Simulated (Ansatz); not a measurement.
Consider the cleavage of the B–Al bond: `CO[B](C)[AlH2]` + H₂S → `COB(C)S` + `[AlH3]`.

Program: Ansatz. Geometries: PBE0-D4/def2-TZVP. ΔE: electronic, gas phase. CBS: MP2 limit from def2 TZ/QZ plus the TZ coupled-cluster correction, frozen cores. This one scheme is used for every species. DFT in def2-TZVPP. B3LYP here is the variant with VWN-RPA as its local correlation; programs differ in this. One conformer a species, not always the lowest.

```
         level  ΔE (kJ/mol)  difference from CCSD(T)/CBS
     r2SCAN-D4       -118.0                         -2.1
       PBE0-D4       -111.3                          4.6
      B3LYP-D4       -113.7                          2.2
       ωB97M-V       -117.8                         -1.9
          PBE0       -109.8                          6.1
         B3LYP       -110.2                          5.7
 HF/def2-TZVPP       -121.8                         -5.9
  HF/CBS(def2)       -120.9                         -5.0
 MP2/CBS(def2)       -127.0                        -11.1
CCSD/CBS(def2)       -115.5                          0.4
   CCSD(T)/CBS       -115.9                            0
```

Largest T1 diagnostic among the species: 0.013.

The D4 term adds −3.4 kJ/mol with B3LYP and −1.5 kJ/mol with PBE0; it sums over pairs of atoms, weighted by their polarisabilities, and B3LYP, whose exchange is more repulsive, gets the larger term. From PBE to PBE0 (25 % exact exchange), in def2-TZVPP and without D4, ΔE moves by −5.7 kJ/mol.
